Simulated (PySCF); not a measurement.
**C₆ coefficients of unlike pairs at BLYP**

Calculated with PySCF 2.14 from the dipole response of each species, C₆(A,B) = (3/π) ∫ α_A(iu) α_B(iu) du, in atomic units, from isotropic polarisabilities. For ions this is the dispersion term alone; charge-induced terms of lower order in 1/R come first.

| species | configuration | basis | relativity | α (bohr³) | C₆ (like pair) |
| --- | --- | --- | --- | --- | --- |
| K⁺ | [Ar] (1S) | aug-cc-pVTZ-X2C (7s6p4d2f) | spin-free X2C | 5.092 | 19.33 |
| Sb⁺ | [Kr] 4d10 5s2 5p2 (3P) | aug-cc-pwCVDZ-PP with ECP28MDF (6s5p4d1f) | core potential | 25.44 | 205.2 |
| O²⁺ | [He] 2s2 2p2 (3P) | aug-cc-pVTZ with one added diffuse shell each of s, p, d, f type (6s5p4d3f) | none | 1.730 | 2.321 |
| Hg | [Xe] 4f14 5d10 6s2 (1S) | aug-cc-pwCVDZ-PP with ECP60MDF (6s6p5d3f) | core potential | 34.31 | 315.2 |

(1) Estimate C₆ for Sb⁺ with K⁺.

No spin-orbit coupling is included.

The other pairs:

```csv
pair,C₆
"O²⁺, K⁺",6.657
"O²⁺, Sb⁺",20.12
"Hg, K⁺",72.85
"Hg, O²⁺",24.95
"Hg, Sb⁺",253.5
```

## Answers

(1) The integral gives 58.97. The combination rule 2 C_A C_B / (C_A α_B/α_A + C_B α_A/α_B) gives 57.63 and the geometric mean 62.98.
